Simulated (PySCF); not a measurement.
# Structure from NMR data

The spectra below were simulated for a compound C₈H₇FSi.

1H NMR (400 MHz, computed): δ 7.53 (d, 1H), 7.42 (m, 1H), 7.23 (d, 1H), 7.23 (m, 1H), 6.78 (m, 1H), 4.84 (m, 2H).

13C{1H} NMR (computed): δ 181.9 (C), 152.7 (C), 139.5 (CH), 136.9 (CH), 135.5 (CH), 131.9 (CH), 130.0 (C), 129.7 (CH).

Non-relativistic Hamiltonian, isolated molecule, one averaged value for each set of equivalent atoms, a single conformation. Shielding tensors at PBE0/pcSseg-1 (GIAO); geometry from PBE0-D3(BJ)/def2-SVP; PySCF 2.14.

Chemical shifts δ = σref − σ; 1H (σ = 31.27 ppm) and 13C (σ = 184.41 ppm) vs TMS, all at this level.

**Question.** What is the structure?

**Answer.** 
1. Rings plus π bonds: 6 (2 rings in the answer).
2. 8 carbon signals for 8 carbons: no two carbons are equivalent.
3. Carbon types of the structure: 3 × C, 5 × CH, leaving 2 H on heteroatoms.
4. δC 181.9: fully substituted alkene carbon.
5. δC 152.7, 130.0: substituted aromatic carbon.
6. δC 139.5, 136.9, 131.9, 129.7: aromatic CH; the aromatic region.
7. δC 135.5: alkene CH; the olefinic region.
8. δH 7.53, 7.42, 7.23, 7.23: hydrogen on an aromatic CH; it sits in the deshielding region of the aromatic ring current.
9. δH 6.78: hydrogen on an alkene CH; a vinylic proton, deshielded by the sp2 carbon and the C=C anisotropy.
10. δH 4.84: hydrogen on a silicon bonded to 2 C, in a 5-membered ring.

Structure: `InChI=1S/C8H7FSi/c9-8-5-6-3-1-2-4-7(6)10-8/h1-5H,10H2`.

This is the structure that produced the data.

Splittings by 19F in the carbon and heteronuclear signals aren't shown, as no couplings were computed. Shifts are as computed. Against solution values, carbons near 30 ppm lie about +2 ppm off and those near 130 ppm about +5 ppm. Of 1211 compounds with measured shifts, 218 miss one by over three times the rms of a fit or turn the order of signals round; such compounds aren't used in these exercises. Multiplicities follow the n + 1 count of equivalent neighbours, as no J values were calculated; m marks all less simple cases, F and P coupling included.
